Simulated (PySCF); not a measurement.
1,4-dimethylimidazole, C₅H₈N₂.
SMILES: `Cc1cn(C)cn1`

The calculation used TDDFT PBE0/def2-SVPD, vertical, gas phase, core orbitals frozen in the response in PySCF 2.14.0, density-fitted response routines. Isolated species at its PBE0-D3(BJ)/def2-SVP geometry, gas phase.

Problem. Predict the UV-vis stick spectrum at this level.

Solution. 

```
state  E (eV)  λ (nm)  ν̃ (cm⁻¹)       f  symmetry  main configurations (H = HOMO, L = LUMO)
   S1    5.85   211.9      47200  0.0025        A″                                 H→L (96%)
   S2    6.20   200.0      50000   0.122        A′                               H→L+1 (90%)
   S3    6.50   190.8      52410  0.0019         –                             H-1→L+1 (93%)
   S4    6.52   190.2      52560  0.0004         –                               H→L+2 (94%)
   S5    6.81   182.0      54960   0.033        A′                H→L+3 (58%), H-2→L+1 (35%)
   S6    6.94   178.6      55980   0.017        A″                               H→L+4 (96%)
```

The lowest singlet lies at 5.85 eV (212 nm, ultraviolet) and is very weak; its leading configuration is HOMO→LUMO (96%). The most intense listed level is S2 at 6.20 eV (200 nm, f = 0.122), 0.35 eV above S1. Löwdin shares by element: HOMO carbon 69% or more, nitrogen 11% or more (atoms not listed hold the other 20%); LUMO carbon 34% or more, hydrogen 32% or more (atoms not listed hold the other 34%). The oscillator strengths of these states sum to 0.177; summed over the whole spectrum of an exact calculation they would give the number of electrons, 52 (Thomas–Reiche–Kuhn). Orbital energies (eV): HOMO-3 -10.46, HOMO-2 -7.62, HOMO-1 -7.58, HOMO -6.32, LUMO 0.57, LUMO+1 0.61, LUMO+2 1.26. The listed states span 1.09 eV, and the widest gap between neighbours is 0.35 eV (S1 to S2). Symmetry labels in Cs follow from the direction of the transition dipole and are given only for states with f of 0.002 or more. Only the lowest 6 singlets were computed, as vertical energies without vibronic structure.
